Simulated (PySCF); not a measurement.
Identify the unknown among the candidates.

All candidates are C7H13B.

* Rotational structure: rotational constants A, B, C: 3.325, 1.222, 0.985 GHz [PBE0-D3(BJ)/def2-SVP]
* UV, strongest line: among the 6 lowest singlet transitions: S4 at 5.63 eV (220 nm, f = 0.250) [TDDFT B3LYP/def2-SVPD]
* Dipole: 1.32 D [B3LYP/def2-SVPD]
* Polarisability: 104.1 au [B3LYP/def2-SVPD]
* UV, first state: lowest singlet excitation: 4.00 eV (310 nm, f = 0.043) [TDDFT B3LYP/def2-SVPD]

Gas-phase values; electronic properties from PySCF, density fitting. Levels stand in brackets. The structure is a single PBE0-D3(BJ)/def2-SVP conformer in the gas phase; no vibrational or solvent corrections.

Question: Which candidate is it?
A. `C=CC(=C)CB(C)C`
B. `B[C@H]1CC=CCCC1`
C. `C=C1CC[C@H]1B(C)C`
D. `BC(=C)C(=C)CCC`
E. `C=CB1CCCCC1`

Answer: D. It is `BC(=C)C(=C)CCC`. Numbering: `[BH2:1][C:2](=[CH2:3])[C:4](=[CH2:5])[CH2:6][CH2:7][CH3:8]`. S1 is mainly HOMO→LUMO (weight 0.91); the largest Löwdin shares of the orbital it empties are 0.30 on a terminal =CH2 carbon, 0.23 on a fully substituted alkene carbon, 0.17 on a terminal =CH2 carbon and 0.12 on a fully substituted alkene carbon, of the orbital it fills 0.34 on the three-coordinate boron, 0.27 on a terminal =CH2 carbon, 0.17 on a fully substituted alkene carbon and 0.05 on a B–H hydrogen. The optimised geometry has point group C1 and is an asymmetric top.

The others, at the same levels:
- `C=C1CC[C@H]1B(C)C` fails: its computed lowest singlet excitation is 5.35 eV (232 nm, f = 0.112) (against 4.00 eV), static isotropic polarisability is 97.6 au (against 104.1 au) and rotational constant A is 2.642 GHz (against 3.325 GHz).
- `C=CB1CCCCC1` fails: its computed lowest singlet excitation is 4.76 eV (260 nm, f = 0.003) (against 4.00 eV), static isotropic polarisability is 97.1 au (against 104.1 au) and rotational constant A is 3.835 GHz (against 3.325 GHz).
- `C=CC(=C)CB(C)C` fails: its computed lowest singlet excitation is 5.08 eV (244 nm, f = 0.005) (against 4.00 eV), rotational constant A is 2.617 GHz (against 3.325 GHz) and smallest rotational constant is 1.175 GHz (against 0.985 GHz).
- `B[C@H]1CC=CCCC1` fails: its computed lowest singlet excitation is 4.54 eV (273 nm, f = 0.013) (against 4.00 eV), static isotropic polarisability is 95.0 au (against 104.1 au) and rotational constant A is 2.620 GHz (against 3.325 GHz).

Each candidate is one conformer, not necessarily the lowest. Dipoles, sizes and rotational constants follow the conformer. The torsions of the flexible species, by atom-mapped SMILES:
- `[BH2:1][C:2](=[CH2:3])[C:4](=[CH2:5])[CH2:6][CH2:7][CH3:8]`: B1–C2–C4–C5 16°, C2–C4–C6–C7 73°, C4–C6–C7–C8 -179°
- `[CH2:1]=[C:2]1[CH2:3][CH2:4][C@H:5]1[B:6]([CH3:7])[CH3:8]`: C4–C5–B6–C7 -170°
- `[CH2:1]=[CH:2][C:3](=[CH2:4])[CH2:5][B:6]([CH3:7])[CH3:8]`: C1–C2–C3–C4 -179°, C2–C3–C5–B6 -71°, C3–C5–B6–C7 -25°

The conformers of `C=CB1CCCCC1` and `B[C@H]1CC=CCCC1` aren't listed.
